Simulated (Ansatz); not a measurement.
Consider the redistribution: `O=[C]([SiH3])[SnH3]` + `C=CO[Si](Cl)(Cl)Cl` → `Cl[Si](Cl)(Cl)[SnH3]` + `C=COC(=O)[SiH3]`.

Isolated molecules relaxed with PBE0-D4/def2-TZVP in Ansatz; ΔE leaves out vibrations. CCSD(T)/CBS adds triple-zeta CCSD(T) − MP2 to the extrapolated MP2 energy (def2 sets, frozen cores). Functionals use def2-TZVPP. Elements past krypton have def2 core potentials. For Sn outer-core shells are correlated without core-valence functions, which leaves a few kJ/mol of doubt a bond. Each species was taken in one conformer, which may not be the lowest.

`O=[C]([SiH3])[SnH3]`:

Z-matrix (Å, degrees):
```
Si
C 1 1.931
H 1 1.487 2 106.3
H 1 1.484 2 112.5 3 -122.2
H 1 1.487 2 106.3 3 115.6
Sn 2 2.249 1 118.8 3 -57.3
O 2 1.201 1 123.4 3 122.7
H 6 1.706 2 108.1 1 119.3
H 6 1.706 2 108.1 1 -121.9
H 6 1.712 2 111.6 1 -1.2
```

`C=CO[Si](Cl)(Cl)Cl`:

```xyz
10

C     0.185   -1.069   -1.315
C     0.444    0.223   -1.204
O     0.266    0.994   -0.095
Si   -0.302    0.652    1.383
Cl    0.847   -0.741    2.303
Cl   -0.237    2.382    2.417
Cl   -2.209   -0.026    1.295
H    -0.210   -1.666   -0.502
H     0.375   -1.560   -2.259
H     0.840    0.812   -2.023
```

`Cl[Si](Cl)(Cl)[SnH3]`:

Cartesian coordinates in Å:
```
Cl -0.286 -1.226 -2.419
Si 0.028 0.354 -1.157
Cl 1.840 1.181 -1.626
Cl -1.416 1.753 -1.533
Sn -0.032 -0.396 1.292
H 1.192 -1.552 1.540
H 0.232 0.962 2.284
H -1.558 -1.076 1.619
```

`C=COC(=O)[SiH3]`:

Z-matrix (Å, degrees):
```
Si
C 1 1.919
H 1 1.482 2 106.6
H 1 1.481 2 111.2 3 121.0
H 1 1.482 2 106.7 3 -117.8
O 2 1.199 1 123.1 3 61.3
O 2 1.359 1 113.1 3 -118.5
C 7 1.376 2 118.2 1 179.7
C 8 1.320 7 120.0 2 -180.0
H 8 1.082 7 114.8 2 0.0
H 9 1.081 8 119.5 7 180.0
H 9 1.083 8 121.7 7 -0.0
```

```
             level  ΔE (kJ/mol)
           ωB97M-V         12.0
    MP2/def2-TZVPP         16.5
SCS-MP2/def2-TZVPP         19.0
     HF/def2-QZVPP         15.3
```

Task: What does CCSD(T)/CBS give? (Estimate.)

Result: The calculation gave: +15.2 kJ/mol. The listed levels differ from it by -3.2, 1.3, 3.8, 0.1 kJ/mol.

Largest T1 diagnostic among the species: 0.016.

The D4 term adds +7.2 kJ/mol with B3LYP and +3.9 kJ/mol with PBE0; it sums over pairs of atoms, weighted by their polarisabilities, and B3LYP, whose exchange is more repulsive, gets the larger term. In def2-TZVPP, CCSD(T) changes the Hartree–Fock value by +3.7 kJ/mol (the triples alone add −1.1 kJ/mol) and MP2 by +3.3 kJ/mol.

B3LYP here is the variant with VWN-RPA as its local correlation; programs differ in this.
